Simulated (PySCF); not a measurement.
## Correlation energy of N²⁺ (nitrogen, charge +2)

[He] 2s2 2p1, 2P determinant. Computed with PySCF 2.14 in 6-31G* (3s2p1d, 14 functions), with the non-relativistic Hamiltonian (point nucleus). Frozen: 1s2; 3 electrons correlated.

MP2 pair energies summed by pair of shells (mhartree):

| pair | energy | share (%) |
| --- | --- | --- |
| 2s-2s | -29.56 | 65.0 |
| 2s-2p | -15.94 | 35.0 |

Total MP2 correlation energy: -45.50 mhartree.

Same-spin part -2.27 and opposite-spin part -43.23 mhartree; SCS-MP2 scales them by 1/3 and 6/5 to -52.63 mhartree.

| level | correlation energy (mhartree) |
| --- | --- |
| CCSD | -74.22 |
| (T) | -0.53 |
| CCSD(T) | -74.75 |

Diagnostics: T1 = 0.0066, D1 = 0.0123, largest double amplitude 0.139.

**Question.** Is a single reference adequate?

**Answer.** Mostly. T1 lies below 0.03, but a double amplitude of this size points to a near-degeneracy that CCSD handles and MP2 describes poorly.
